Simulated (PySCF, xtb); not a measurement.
Al(Cl)2(OMe) (CH3AlCl2O), SMILES C[O][Al]([Cl])[Cl]. Other conformers were not sampled.

Harmonic wavenumbers (cm⁻¹) from GFN2-xTB in xtb at its own minimum, in rising order: 12, 83, 117, 147, 157, 259, 403, 630, 697, 1135, 1138, 1218, 1416, 1475, 1476, 2961, 2967, 2975.

Question: What does PBE0-D3(BJ)/def2-SVP (PySCF) give at its own minimum? (Estimate from the structure and the level; the computed values follow.)

Answer: 72, 77, 95, 148, 233, 239, 422, 637, 782, 1186, 1190, 1277, 1475, 1478, 1483, 3019, 3106, 3116. Paired by order, the mean absolute difference is 48 cm⁻¹ and the zero-point energies are 27.5 and 28.6 kcal/mol.
